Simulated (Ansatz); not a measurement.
Relaxation of C₂H₈AlNSi (13 atoms, charge 0, multiplicity 1), to a largest force component of 0.015 eV/Å in at most 40 steps.

Method: Ansatz 0.2.0, RKS CAM-B3LYP-D4/STO-3G.

```xyz
13
Properties=species:S:1:pos:R:3
C -1.683 0.305 1.060
N -0.296 0.360 0.757
Al 0.073 1.616 -0.695
C 0.086 -0.282 -0.533
Si 1.684 -1.134 -0.504
H -2.376 0.490 0.146
H -1.968 -0.611 1.537
H -1.927 1.185 1.754
H 0.937 2.905 -1.132
H -0.829 -0.852 -0.969
H 1.540 -2.439 0.184
H 2.189 -1.299 -1.845
H 2.591 -0.280 0.255
```

Q: Where does it end, and by what steps?

A: The run converged. Limits of this set-up: minimal basis. After 17 steps the energy has fallen by 1.966 eV; H7 moved furthest, 1.02 Å.

| step | energy less start (eV) | largest force component (eV/Å) | accepted |
| --- | --- | --- | --- |
| 0 | 0.0000 | 4.797 | yes |
| 1 | -1.4309 | 1.862 | yes |
| 2 | -1.6323 | 0.541 | yes |
| 3 | -1.7196 | 0.635 | yes |
| 4 | -1.7826 | 0.541 | yes |
| 5 | -1.8213 | 0.790 | yes |
| 6 | -1.9081 | 0.359 | yes |
| 7 | -1.9358 | 0.486 | yes |
| 8 | -1.9274 | 0.495 | no |
| 9 | -1.9562 | 0.172 | yes |
| 10 | -1.9616 | 0.171 | yes |
| 11 | -1.9506 | 0.391 | no |
| 12 | -1.9644 | 0.047 | yes |
| 13 | -1.9651 | 0.034 | yes |
| 14 | -1.9655 | 0.028 | yes |
| 15 | -1.9657 | 0.021 | yes |
| 16 | -1.9658 | 0.019 | yes |
| 17 | -1.9659 | 0.012 | yes |

```xyz
13
Properties=species:S:1:pos:R:3
C -1.503 0.199 1.118
N -0.607 0.826 0.140
Al 0.285 1.884 -0.807
C 0.160 0.030 -0.928
Si 1.421 -1.228 -0.352
H -2.340 -0.340 0.633
H -0.973 -0.533 1.757
H -1.937 0.968 1.778
H 0.657 3.301 -1.051
H -0.508 -0.424 -1.680
H 0.830 -2.407 0.230
H 2.237 -1.660 -1.457
H 2.299 -0.651 0.633
```

Whether the end is a true minimum wasn't checked by a vibrational analysis.

Time of the run: 59 s on 1 CPU thread of a shared host.
